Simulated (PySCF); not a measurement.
## Germanium: a sound run and one with changed settings

Sound run: Ge⁺ [Ar] 3d10 4s2 4p1, Ge²⁺ [Ar] 3d10 4s2. Calculation: PySCF 2.14, in x2c-SVPall (5s4p3d, 32 functions); scalar relativity by spin-free X2C-1e. The sound run starts from symmetry-adapted Hartree-Fock orbitals and uses a fine grid where one is needed.

A second run was set up differently.

```json
{"species": "Ge⁺", "method": "UHF", "sound run (hartree)": "-2096.41326", "changed run (hartree)": "-2096.41326", "converged": "yes"}
{"species": "Ge⁺", "method": "PBE", "sound run (hartree)": "-2097.77185", "changed run (hartree)": "-2097.80492", "converged": "yes"}
{"species": "Ge⁺", "method": "MN15", "sound run (hartree)": "-2099.33079", "changed run (hartree)": "-2099.64774", "converged": "yes"}
{"species": "Ge²⁺", "method": "UHF", "sound run (hartree)": "-2095.85338", "changed run (hartree)": "-2095.85338", "converged": "yes"}
{"species": "Ge²⁺", "method": "PBE", "sound run (hartree)": "-2097.19041", "changed run (hartree)": "-2097.22237", "converged": "yes"}
{"species": "Ge²⁺", "method": "MN15", "sound run (hartree)": "-2098.74748", "changed run (hartree)": "-2099.06244", "converged": "yes"}
```

Ionisation energy of Ge⁺:

```json
{"method": "UHF", "sound run (eV)": "15.235", "changed run (eV)": "15.235"}
{"method": "PBE", "sound run (eV)": "15.822", "changed run (eV)": "15.852"}
{"method": "MN15", "sound run (eV)": "15.873", "changed run (eV)": "15.927"}
```

(1) What was changed?
A. too few SCF iterations
B. radial grid too coarse
C. a valence shell is frozen
D. minimal basis

Answers

(1) B. It used radial step 0.5 in ln r (0.13 in the sound run). A coarse radial grid mis-integrates the density and the exchange-correlation energy, with errors of either sign; Hartree-Fock needs no grid.
